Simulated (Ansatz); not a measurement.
Relaxation of H$_{4}$OS$_{2}$Si (8 atoms, charge 0, multiplicity 1), to a largest force component of 0.015 eV/Å in at most 40 steps.

The calculation used RKS B3LYP-D4/STO-3G (Ansatz).

```xyz
8
Properties=species:S:1:pos:R:3:forces:R:3
O -1.678 1.582 -0.147 -2.11 -2.93 3.02
S -0.800 0.908 -1.381 -0.54 -0.78 -3.21
S 1.073 0.691 -0.607 1.98 0.10 0.69
Si 1.978 2.500 -1.400 -0.53 -1.19 0.58
H -1.631 2.545 -0.180 0.61 3.78 -0.67
H 1.784 2.459 -2.842 0.25 0.39 0.19
H 3.363 2.363 -0.984 -0.08 0.51 -0.26
H 1.267 3.607 -0.775 0.41 0.13 -0.33
```

Question: Where does it end, and by what steps?

Answer: The run converged. The force dipped under the threshold on the way, but the program's further checks kept it going. Limits of this set-up: minimal basis. After 11 steps the energy has fallen by 0.516 eV; H5 moved furthest, 0.19 Å.

| step | energy less start (eV) | largest force component (eV/Å) | accepted |
| --- | --- | --- | --- |
| 0 | 0.0000 | 3.780 | yes |
| 1 | -0.3918 | 1.219 | yes |
| 2 | -0.4827 | 0.526 | yes |
| 3 | -0.5044 | 0.251 | yes |
| 4 | -0.5064 | 0.440 | yes |
| 5 | -0.5146 | 0.091 | yes |
| 6 | -0.5149 | 0.042 | yes |
| 7 | -0.5151 | 0.008 | yes |
| 8 | -0.5154 | 0.012 | yes |
| 9 | -0.5155 | 0.024 | yes |
| 10 | -0.5157 | 0.016 | yes |
| 11 | -0.5158 | 0.011 | yes |

```xyz
8
Properties=species:S:1:pos:R:3
O -1.622 1.638 -0.010
S -0.916 0.821 -1.387
S 1.080 0.563 -0.714
Si 1.920 2.421 -1.379
H -1.478 2.637 -0.245
H 1.912 2.530 -2.823
H 3.284 2.499 -0.909
H 1.176 3.545 -0.850
```

Whether the end is a true minimum wasn't checked by a vibrational analysis.

Run time: 35 s on 1 thread of Intel(R) Xeon(R) Processor @ 2.70GHz, on a shared host, peak memory 0.13 GiB.
